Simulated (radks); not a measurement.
The numbers below are computed, except where a source is named.
Charge is removed step by step from the 4p down level of Sr, starting from [Ar] 3d10 4s2 4p(up 3, down 3) 5s2. Code: a radial shooting solver on a logarithmic mesh with Libxc functionals. Model: scalar-relativistic Kohn-Sham, r2SCAN, spin-polarised, spherical densities, finite nucleus; meta-GGA in the generalised Kohn-Sham scheme; Fermi nuclear charge, rms radius 4.224 fm.

[
 {"removed (e)": "0", "E - E(0) (eV)": "0.000", "eigenvalue (eV)": "-23.668", "E minus straight line (eV)": "0.000"},
 {"removed (e)": "0.125", "E - E(0) (eV)": "3.034", "eigenvalue (eV)": "-24.899", "E minus straight line (eV)": "-0.565"},
 {"removed (e)": "0.25", "E - E(0) (eV)": "6.224", "eigenvalue (eV)": "-26.158", "E minus straight line (eV)": "-0.974"},
 {"removed (e)": "0.375", "E - E(0) (eV)": "9.573", "eigenvalue (eV)": "-27.442", "E minus straight line (eV)": "-1.225"},
 {"removed (e)": "0.5", "E - E(0) (eV)": "13.084", "eigenvalue (eV)": "-28.748", "E minus straight line (eV)": "-1.314"},
 {"removed (e)": "0.625", "E - E(0) (eV)": "16.760", "eigenvalue (eV)": "-30.075", "E minus straight line (eV)": "-1.238"},
 {"removed (e)": "0.75", "E - E(0) (eV)": "20.602", "eigenvalue (eV)": "-31.419", "E minus straight line (eV)": "-0.995"},
 {"removed (e)": "0.875", "E - E(0) (eV)": "24.613", "eigenvalue (eV)": "-32.780", "E minus straight line (eV)": "-0.583"},
 {"removed (e)": "1", "E - E(0) (eV)": "28.795", "eigenvalue (eV)": "-34.154", "E minus straight line (eV)": "0.000"}
]

Removing the whole electron costs 28.795 eV by Delta-SCF, against 23.668 eV from minus the eigenvalue at the starting occupation. Slater's transition state (half an electron removed) gives 28.748 eV. Integrating minus the eigenvalue over the occupation (Janak's theorem) gives 28.802 eV. In this scalar-relativistic scheme the density is built from large components alone, so the theorem holds only approximately. The mean slope of the eigenvalue, de/dn, is 10.5 eV per electron.
